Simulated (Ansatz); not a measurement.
`[GeH3][S]S[AsH2]` + CH₃OH → `CO[AsH2]` + `S[S][GeH3]` at 400 K and 1 bar (ligand exchange at the As–S bond).

Gas-phase electronic energies from Ansatz, PBE0-D4/def2-TZVP geometries. CCSD(T)/CBS is the MP2 limit (def2-TZVPP, def2-QZVPP) plus CCSD(T) − MP2 in def2-TZVPP, frozen cores. This one scheme is used for every species. For As, Ge outer-core shells are correlated without core-valence functions, which leaves a few kJ/mol of doubt a bond. Scalar relativity is left out up to krypton. Each species was taken in one conformer, which may not be the lowest.

```tsv
species	CCSD(T)/CBS energy (Eh)	H − E (kJ/mol)	S (J/(mol·K))
`[GeH3][S]S[AsH2]`	-5109.69255	148.9	433.0
CH₃OH	-115.61712	151.2	252.6
`CO[AsH2]`	-2351.21577	174.4	318.6
`S[S][GeH3]`	-2874.07545	117.9	355.7
```

H − E and S are ideal-gas, rigid-rotor, harmonic terms from PBE0-D4/def2-TZVP, for one conformer and one mirror image of each species. 1 Eh = 2625.50 kJ/mol, R = 8.31446 J/(mol·K).

Problem. By hand: ΔE, ΔH, ΔS and ΔG.

Solution. ΔE = (-2351.21577) + (-2874.07545) − (-5109.69255) − (-115.61712) = 0.01845 Eh = 48.4 kJ/mol. Δ(H − E) = 174.4 + 117.9 − 148.9 − 151.2 = -7.8, so ΔH = 40.6 kJ/mol. ΔS = 318.6 + 355.7 − 433.0 − 252.6 = -11.3 J/(mol·K). ΔG = 40.6 − 400 × (-11.3)/1000 = 45.1 kJ/mol.

Problem. By hand: the equilibrium constant, and the temperature at which ΔG would vanish if ΔH and ΔS stayed fixed.

Solution. log₁₀ K = −ΔG/(RT ln 10) = -5.9. ΔH and −TΔS have one sign here, so there is no such temperature.

The number of gas molecules stays the same, so ΔS is small and ΔH decides. A doubt of 5 kJ/mol in ΔE shifts log₁₀ K by 0.7 here. Other conformers and mirror images would add mixing entropy, several J/(mol·K) or more a flexible species. Modes under 60 cm⁻¹, often nearly free rotors, make the harmonic entropy too high. These are equilibria of isolated gas molecules and say nothing of rates. Largest T1 diagnostic: 0.013 (customary marks: 0.02 for closed shells, 0.045 for open ones).

ΔS is within the doubt of such terms, so its sign, and with it that verdict, could turn.
